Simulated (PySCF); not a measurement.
# NaTl: energy against distance

Set-up: PySCF, scalar-relativistic core potentials, basis sets Na def2-SVP, Tl def2-SVP with ECP60. Energies in eV from Na + Tl in their ground configurations at the same level. State: ¹Σ⁺ (singlet), closed shell.

All columns are PBE0. A positive dipole means Na(−)Tl(+).

```
R (Å)  E (eV)  μ (D)  Mulliken charge on Na (basis-dependent)  HOMO (eV)  LUMO (eV)  Mayer bond order  ⟨S²⟩
2.822  -0.531  -1.60                                     0.16      -3.46      -1.73              1.04  0.00
2.953  -0.643  -1.54                                     0.10      -3.44      -1.68              1.05  0.00
3.084  -0.705  -1.46                                     0.05      -3.42      -1.64              1.06  0.00
3.183  -0.728  -1.37                                     0.02      -3.41      -1.62              1.05  0.00
3.281  -0.734  -1.28                                     0.00      -3.39      -1.61              1.05  0.00
3.379  -0.728  -1.18                                    -0.01      -3.37      -1.60              1.04  0.00
3.511  -0.703  -1.04                                    -0.03      -3.34      -1.59              1.03  0.00
3.675  -0.653  -0.85                                    -0.04      -3.31      -1.59              1.03  0.00
3.872  -0.574  -0.62                                    -0.05      -3.27      -1.61              1.02  0.00
4.134  -0.451  -0.32                                    -0.06      -3.21      -1.64              1.01  0.00
```

A fit through these points gives, at Re = 3.276 Å, μ = -1.28 D and dμ/dR = 0.985 D/Å; the reduced mass is 20.67 u.

How strong is the fundamental in the double-harmonic approximation, I = 42.26·(dμ/dR)²/μred km/mol?

I = 42.26·(0.985)²/20.67 = 1.98 km/mol at PBE0.

Closed-shell solutions of metal pairs were not tested for spin polarisation, which can lower them a little. Spin–orbit coupling is left out, which matters for elements this heavy, above all for dissociation energies.
